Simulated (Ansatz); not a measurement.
Compare A (`O=C[SiH2][SiH2][AlH2]`) with its isomer B (`[AlH2][CH]1O[SiH2][SiH2]1`).

Isolated molecules relaxed with PBE0-D4/def2-TZVP in Ansatz; ΔE leaves out vibrations. CCSD(T)/CBS is the MP2 limit (def2-TZVPP, def2-QZVPP) plus CCSD(T) − MP2 in def2-TZVPP, frozen cores. Functionals use def2-TZVPP. B3LYP here is the variant with VWN-RPA as its local correlation; programs differ in this. One conformer a species, not always the lowest.

Which isomer does CCSD(T)/CBS put lower? Give the gap. (An estimate is asked.)

Computed: B, by 18.2 kcal/mol.

Give E(B) − E(A) in kcal/mol with PBE0-D4, r2SCAN-D4, ωB97M-V, B3LYP-D4, CCSD(T)/def2-TZVPP, B2PLYP, MP2/def2-TZVPP. (An estimate is asked.)

The calculation gave: PBE0-D4 -16.3, r2SCAN-D4 -16.4, ωB97M-V -20.1, B3LYP-D4 -15.2, CCSD(T)/def2-TZVPP -16.6, B2PLYP -16.2, MP2/def2-TZVPP -21.2. None reverses the order clearly.

Largest T1 diagnostic: 0.016.

The D4 term adds −1.7 kcal/mol with B3LYP and −0.8 kcal/mol with PBE0; it sums over pairs of atoms, weighted by their polarisabilities, and B3LYP, whose exchange is more repulsive, gets the larger term. From PBE to PBE0 (25 % exact exchange), in def2-TZVPP and without D4, E(B) − E(A) moves by −3.5 kcal/mol.
